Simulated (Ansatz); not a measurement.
`CC1=C[SiH2]1` and `C=CC1=C[SiH2]1` differ in one atom or group.

Ansatz, PBE0-D4/def2-TZVP geometries, multiplicity 1. Each molecule was computed in one conformer, which needn't be the lowest.

```json
{"property": "LUMO energy (ωB97M-V/def2-TZVPP) / eV", "`CC1=C[SiH2]1`": "1.89"}
{"property": "HOMO energy (PBE0/def2-TZVPP) / eV", "`CC1=C[SiH2]1`": "-7.24"}
{"property": "HOMO energy (ωB97M-V/def2-TZVPP) / eV", "`CC1=C[SiH2]1`": "-9.39"}
{"property": "LUMO energy (B3LYP/def2-TZVPP) / eV", "`CC1=C[SiH2]1`": "-0.11"}
{"property": "HOMO–LUMO gap (B3LYP/def2-TZVPP) / eV", "`CC1=C[SiH2]1`": "6.93"}
{"property": "zero-point energy (PBE0-D4/def2-TZVP) / kJ/mol", "`CC1=C[SiH2]1`": "196.9"}
```

(1) What does the change do to each property? (Best estimate.)

Answers

(1) Ansatz gave: 
```tsv
property	`C=CC1=C[SiH2]1`	shift
LUMO energy (ωB97M-V/def2-TZVPP) / eV	0.93	-0.96
HOMO energy (PBE0/def2-TZVPP) / eV	-7.19	0.05
HOMO energy (ωB97M-V/def2-TZVPP) / eV	-9.25	0.14
LUMO energy (B3LYP/def2-TZVPP) / eV	-1.35	-1.24
HOMO–LUMO gap (B3LYP/def2-TZVPP) / eV	5.60	-1.33
zero-point energy (PBE0-D4/def2-TZVP) / kJ/mol	211.4	14.5
```

With PBE0 the HOMO rises by 0.05 eV and the LUMO falls by 1.27 eV, so the gap narrows by about 1.32 eV. PBE moves the HOMO by -0.13 eV and ωB97M-V by 0.14 eV. The zero-point energy changes by 14.5 kJ/mol with +3 modes.

B3LYP here is the variant with VWN-RPA as its local correlation; programs differ in this.
